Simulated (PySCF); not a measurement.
KSe: frontier orbitals

LC-ωPBE at R = 2.957 Å; PySCF, spin-free X2C with a Gaussian nucleus, basis sets K x2c-SVPall, Se x2c-SVPall. State: ²Π (doublet), unpaired electrons π ↑. Only the outer orbitals are listed, counted within each symmetry.

| spin | orbital | occ. | ε (eV) | on K (%) | main shells (%) |
| --- | --- | --- | --- | --- | --- |
| α | 10σ | 1 | -42.13 | 100 | 100 K s |
| α | 5π | 1 | -24.49 | 100 | 100 K p |
| α | 5π | 1 | -24.46 | 100 | 100 K p |
| α | 11σ | 1 | -24.38 | 99 | 99 K p |
| α | 12σ | 1 | -19.43 | 3 | 97 Se s |
| α | 6π | 1 | -8.21 | 3 | 97 Se p |
| α | 13σ | 1 | -7.27 | 8 | 91 Se p |
| α | 6π | 1 | -6.95 | 5 | 95 Se p |
| α | 14σ | 0 | -0.30 | 99 | 81 K s, 18 K p |
| α | 15σ | 0 | 1.50 | 100 | 81 K s, 19 K p |
| α | 7π | 0 | 1.71 | 99 | 96 K p |
| β | 10σ | 1 | -42.13 | 100 | 100 K s |
| β | 5π | 1 | -24.48 | 100 | 100 K p |
| β | 5π | 1 | -24.46 | 100 | 100 K p |
| β | 11σ | 1 | -24.37 | 99 | 99 K p |
| β | 12σ | 1 | -18.10 | 3 | 97 Se s |
| β | 13σ | 1 | -6.91 | 9 | 90 Se p |
| β | 6π | 1 | -6.60 | 6 | 94 Se p |
| β | 14σ | 0 | -0.29 | 99 | 80 K s, 19 K p |
| β | 6π | 0 | 0.74 | 36 | 64 Se p, 34 K p |
| β | 15σ | 0 | 1.51 | 100 | 81 K s, 18 K p |

Q: Which are the highest filled and the lowest empty level, where do they sit, and how wide is the gap?

A: Highest filled β 6π at -6.60 eV (in %: 94 Se p); lowest empty α 14σ at -0.30 eV (in %: 81 K s, 18 K p); the gap at LC-ωPBE is 6.30 eV.

```
bond order (Mayer)                              : 0.65
⟨S²⟩                                            : 0.753
charge on K (Mulliken, basis-dependent)         : 0.65
charge on K (Löwdin, basis-dependent)           : 0.43
dipole moment (positive dipole means K(−)Se(+)) : -10.68 D
```

Spin–orbit coupling is left out. The state was picked by a PBE0 search and need not be the measured ground state.
